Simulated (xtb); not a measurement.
H₃P₂, doublet, from a rough starting geometry; GFN2-xTB (xtb).

Here is a job for xtb.
```
$ xtb mol.xyz --gfn 2 --uhf 1 --opt vtight --json

# file mol.xyz
5

P      1.09809180    -0.65618439     0.40166386
P     -0.62258412     0.06409602    -0.56255944
H      1.93400150     0.27372026    -0.25799471
H     -0.85966462     1.15157982     0.30707121
H     -1.54650611    -0.75990831     0.07434085
```

The log (banner, timings and long lists left out):

```
   ID    Z sym.   atoms
    1   15 P      1, 2
    2    1 H      3-5

           -------------------------------------------------
          |                Calculation Setup                |
           -------------------------------------------------

           -------------------------------------------------
          |                 G F N 2 - x T B                 |
           -------------------------------------------------

          ...................................................
          :                      SETUP                      :
          :.................................................:
          :  # basis functions                  23          :
          :  # atomic orbitals                  21          :
          :  # shells                            9          :
          :  # electrons                        13          :
          :  max. iterations                   250          :
          :  Hamiltonian                  GFN2-xTB          :
          :  restarted?                      false          :
          :  GBSA solvation                  false          :
          :  PC potential                    false          :
          :  electronic temp.          300.0000000     K    :
          :  accuracy                    1.0000000          :
          :  -> integral cutoff          0.2500000E+02      :
          :  -> integral neglect         0.1000000E-07      :
          :  -> SCF convergence          0.1000000E-05 Eh   :
          :  -> wf. convergence          0.1000000E-03 e    :
          :  Broyden damping             0.4000000          :
          :  net charge                          0          :
          :  unpaired electrons                  1          :
          ...................................................

 iter      E             dE          RMSdq      gap      omega  full diag
   1     -6.5536917 -0.655369E+01  0.595E+00    3.66       0.0  T
   2     -6.5579927 -0.430093E-02  0.345E+00    3.80       1.0  T
   3     -6.5581708 -0.178114E-03  0.122E+00    3.85       1.0  T
   4     -6.5581915 -0.206908E-04  0.335E-01    3.88       1.0  T
   5     -6.5581995 -0.805668E-05  0.186E-01    3.88       1.0  T
   6     -6.5582016 -0.208181E-05  0.438E-02    3.89       1.0  T
   7     -6.5582018 -0.198598E-06  0.138E-02    3.89       3.2  T
   8     -6.5582018 -0.125731E-07  0.594E-03    3.89       7.5  T
   9     -6.5582018 -0.121740E-08  0.150E-03    3.89      29.9  T
[...]
         :: total energy              -6.521478840198 Eh    ::
 * total energy  :    -6.5214788 Eh     change       -0.8415491E-11 Eh
 * total energy  :    -6.5216076 Eh     change       -0.1287486E-03 Eh
 * total energy  :    -6.5218406 Eh     change       -0.2329967E-03 Eh
 * total energy  :    -6.5219949 Eh     change       -0.1543487E-03 Eh
 * total energy  :    -6.5220388 Eh     change       -0.4384023E-04 Eh
 * total energy  :    -6.5220368 Eh     change        0.1931180E-05 Eh
 * total energy  :    -6.5220513 Eh     change       -0.1444368E-04 Eh
 * total energy  :    -6.5220524 Eh     change       -0.1091141E-05 Eh
 * total energy  :    -6.5220530 Eh     change       -0.5954415E-06 Eh
 * total energy  :    -6.5220530 Eh     change       -0.5858427E-07 Eh
   *** GEOMETRY OPTIMIZATION CONVERGED AFTER 10 ITERATIONS ***
         :: total energy              -6.522053032077 Eh    ::
[...]
       ...                                ...                  ...
        21                          0.9900127              26.9396
      -------------------------------------------------------------
                  HL-Gap            0.1383300 Eh            3.7642 eV
             Fermi-level           -0.3277746 Eh           -8.9192 eV

     #   Z          covCN         q      C6AA      α(0)
     1  15 P        1.956    -0.054   182.083    25.491
     2  15 P        2.933    -0.104   164.983    23.077
     3   1 H        0.977     0.071     2.071     2.249
     4   1 H        0.977     0.050     2.314     2.377
     5   1 H        0.977     0.037     2.477     2.459

 Mol. C6AA /au·bohr⁶  :        950.342927
 Mol. C8AA /au·bohr⁸  :      44781.145380
 Mol. α(0) /au        :         55.654025

Wiberg/Mayer (AO) data.
largest (>0.10) Wiberg bond orders for each atom

 ---------------------------------------------------------------------------
     #   Z sym  total        # sym  WBO       # sym  WBO       # sym  WBO
 ---------------------------------------------------------------------------
     1  15 P    2.471 --     2 P    1.437     3 H    0.950
     2  15 P    3.371 --     1 P    1.437     5 H    0.959     4 H    0.935
     3   1 H    0.995 --     1 P    0.950
     4   1 H    0.996 --     2 P    0.935
     5   1 H    0.999 --     2 P    0.959
 ---------------------------------------------------------------------------

Topologies differ in total number of bonds
Writing topology from bond orders to xtbtopo.mol

molecular dipole:
                 x           y           z       tot (Debye)
 q only:        0.078       0.155       0.084
   full:       -0.073       0.346       0.158       0.986
molecular quadrupole (traceless):
                xx          xy          yy          xz          yz          zz
 q only:        0.923       0.439      -0.190      -0.559       0.140      -0.732
  q+dip:        1.227       1.635      -0.013      -1.912       0.575      -1.215
   full:        1.334       2.072       0.193      -2.345       1.427      -1.527

optimized geometry written to: xtbopt.xyz

           -------------------------------------------------
          | TOTAL ENERGY               -6.522053032077 Eh   |
          | GRADIENT NORM               0.000092188178 Eh/α |
          | HOMO-LUMO GAP               3.764151508884 eV   |
           -------------------------------------------------

normal termination of xtb
```
